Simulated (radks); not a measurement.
The numbers below are computed, except where a source is named.
Problem. Excited configurations of In I: one electron is placed in a higher orbital outside [Kr] 4d10 5s2. The ground configuration is [Kr] 4d10 5s2 5p1. Code: a radial shooting solver on a logarithmic mesh with Libxc functionals. Model: Dirac Kohn-Sham, LDA (Slater exchange, Perdew-Wang correlation), spin-unpolarised, spherical densities, point nucleus; open shells fill j = l - 1/2 first. Excitation = E - E(ground); binding = E(ion) - E, where the ion is the core of charge +1; n* = 1/sqrt(2 binding) in atomic units, and the quantum defect is n - n*.

outer orbital  excitation (eV)  binding (eV)     n*  quantum defect  eigenvalue (eV)  <r> (bohr)
4f5/2                    4.897         0.913  3.860           0.140           -0.439       17.46
5d3/2                    4.104         1.706  2.824           2.176           -0.713       9.238
6s1/2                    2.993         2.818  2.197           3.803           -1.631       7.650
6d3/2                    4.742         1.069  3.568           2.432           -0.591       17.79
7f5/2                    5.466         0.344  6.289           0.711           -0.228       61.71

Estimate the row for 7d3/2.

Solution. excitation (eV) 5.103; binding (eV) 0.707; n* 4.385; quantum defect 2.615; eigenvalue (eV) -0.435; <r> (bohr) 29.14. The Delta-SCF ionisation energy is 5.810 eV (NIST Atomic Spectra Database: 5.786 eV, measured). Self-interaction in the functional shifts the binding energies and quantum defects, so they are the method's values and not measured ones. Spin polarisation and multiplet splitting are left out, so open shells lie too high by an amount that depends on their filling.

Beside tabulated values, note that spin-unpolarised runs miss the spin-polarisation part of the exchange energy of open shells.
